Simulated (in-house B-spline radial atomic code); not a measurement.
**RPA and G0W0 on r2SCAN0: K4+**

Configuration [Ne] 3s2 3p3, highest spin, mean-field start r2SCAN0. Computed with a B-spline radial code for spherical atoms: all electrons, scalar-relativistic (spin-free one-electron X2C), finite nucleus, each spin shell either full or empty, empty states to l = 9 with an (l + 1/2)⁻⁴ tail; G0W0 by contour deformation at full frequency.

Command:
```bash
python run_gw.py task.json out
```
Settings (radii: box in bohr, nucleus in fm):
```
Z                        19
electrons                15
configuration            [Ne] 3s2 3p3
hamiltonian              x2c
method                   r2scan0
lmax                     9
rms_radius               3.4349
spin_polarised           True
box_radius               11.96
intervals                69
```

Time taken, with all properties: 1.2 s on 1 thread of AMD EPYC 7R13 Processor, with other jobs on the host.

Energies (hartree):

| term | value |
| --- | --- |
| mean-field total | -596.95972 |
| Hartree-Fock functional on these orbitals | -596.37895 |
| direct second order | -1.0102 |
| second-order exchange | 0.36801 |
| SOSEX correction | 0.33683 |

Task: What is the RPA correlation energy, and what remains with SOSEX?

Result: RPA gives -0.89763 hartree (-1.63 eV per electron); RPA + SOSEX gives -0.5608, and the second-order doubles -0.64224 hartree (no singles). RPA lacks exchange-type terms and so overcorrelates at short range.

Quasi-particle levels (eV):

| level | occupied | mean field | Σx - vxc | Σc | QP weight | G0W0 |
| --- | --- | --- | --- | --- | --- | --- |
| 3p up | yes | -76.37 | -5.53 | ? | ? | ? |
| 3s down | yes | -88.06 | -3.82 | -2.66 | 0.956 | -94.53 |
| 2p down | yes | -353.82 | -20.94 | 6.80 | 0.916 | -367.97 |
| 3p down | no | -65.62 | 7.39 | -3.02 | 0.953 | -61.24 |

G0W0 = mean field + (Σx - vxc) + Σc, with Σc (partial-wave tail included) taken at the quasi-particle energy. Only the outer levels were computed. Levels of low weight are left out.

Task: Where does G0W0 put 3p up?

Result: At -82.17 eV, with Σc = -0.28 eV and a quasi-particle weight of 0.953. The tabulated removal energy is 82.66 ± 0.16 eV (NIST, semi-empirical); the calculation leaves out spin-orbit coupling, Breit and QED terms, and what these don't explain is the method's own error.
